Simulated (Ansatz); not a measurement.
The same group exchange along the group B, Al, Ga, In.

Calculated with Ansatz (gas phase, PBE0-D4/def2-TZVP geometries, no zero-point term in ΔE). CCSD(T)/CBS is the MP2 limit (def2-TZVPP, def2-QZVPP) plus CCSD(T) − MP2 in def2-TZVPP, frozen cores. This one scheme is used for every species. DFT in def2-TZVPP. B3LYP here is the variant with VWN-RPA as its local correlation; programs differ in this. Elements past krypton have def2 core potentials. For As, Ga, In outer-core shells are correlated without core-valence functions, which leaves a few kJ/mol of doubt a bond. Scalar relativity is left out up to krypton. One conformer a species, not always the lowest.

```csv
reaction,B3LYP-D4 (kJ/mol),CCSD(T)/CBS(def2) (kJ/mol)
`BC=C` + `[SiH3][AsH2]` → `C=C[SiH2][AsH2]` + BH₃,31,28
`C=[CH][AlH2]` + `[SiH3][AsH2]` → `C=C[SiH2][AsH2]` + `[AlH3]`,8,8
`C=[CH][GaH2]` + `[SiH3][AsH2]` → `C=C[SiH2][AsH2]` + `[GaH3]`,-3,2
`C=[CH][InH2]` + `[SiH3][AsH2]` → `C=C[SiH2][AsH2]` + `[InH3]`,-19,-12
```

Largest T1 diagnostic: 0.014, for `[InH3]`.
